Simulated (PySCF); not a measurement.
# Working out the ionisation energy of Sm

Sm [Xe] 4f6 6s2 (7F) → Sm+ [Xe] 4f6 6s1 (8F). Calculation: PySCF 2.14, in cc-pVDZ-X2C (8s7p5d3f1g, 84 functions); scalar relativity by spin-free X2C-1e. Frozen: [Ar] 3d10. Energies in hartree (1 hartree = 27.21139 eV):

| part | Sm (lower) | Sm+ (upper) |
| --- | --- | --- |
| UHF | -10422.723691 | -10422.554975 |
| MP2 opposite-spin | -0.496477 | -0.469063 |
| MP2 same-spin | -0.357833 | -0.351362 |

Task: What does Hartree-Fock give?

Result: (-10422.554975) − (-10422.723691) = 0.168716 hartree = 4.591 eV.

Task: What do MP2 and SCS-MP2 (6/5 opposite-spin, 1/3 same-spin) give?

Result: The opposite-spin parts differ by 0.746 eV and the same-spin parts by 0.176 eV. MP2: 4.591 + (0.746) + (0.176) = 5.513 eV. SCS-MP2: 4.591 + 1.2 × (0.746) + (0.176)/3 = 5.545 eV.

Measured between the centres of the two terms (NIST): 5.626 eV, so MP2 (valence and next inner shell) is off by -0.113 eV.

A double-zeta basis recovers only part of the correlation energy.

What remains against the reference includes basis incompleteness, the frozen core and correlation beyond second order.
